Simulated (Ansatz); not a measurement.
SnH3(NHEt) (C₂H₉NSn). The state is a singlet with charge 0. Geometry B3LYP-D4/def2-SVP, basis def2-TZVP, Ansatz.

```json
{"run": "A", "HOMO (eV)": "-5.04", "LUMO (eV)": "-0.76"}
{"run": "B", "HOMO (eV)": "-6.42", "LUMO (eV)": "-0.07"}
{"run": "C", "HOMO (eV)": "-5.34", "LUMO (eV)": "-0.48"}
{"run": "D", "HOMO (eV)": "-5.09", "LUMO (eV)": "-0.86"}
{"run": "E", "HOMO (eV)": "-6.60", "LUMO (eV)": "0.18"}
```

In the def2 sets Sn takes a core potential; there is no spin–orbit coupling. Another isomer (singlet) lies 0.17 eV lower at PBE0-D4/def2-TZVP; other spin states weren't run for this one.

Question: The runs used PBE, PBE0, r2SCAN, r2SCAN0, revPBE. Estimate which is which.

Answer: A revPBE (0 % exact exchange); B PBE0 (25 % exact exchange); C r2SCAN (0 % exact exchange); D PBE (0 % exact exchange); E r2SCAN0 (25 % exact exchange). Exact exchange lowers occupied and raises empty levels; among semilocal functionals meta-GGAs tend to open the gap a little, and such runs are hard to tell apart. The gap grows from 4.23 eV (PBE) to 6.78 eV (r2SCAN0).
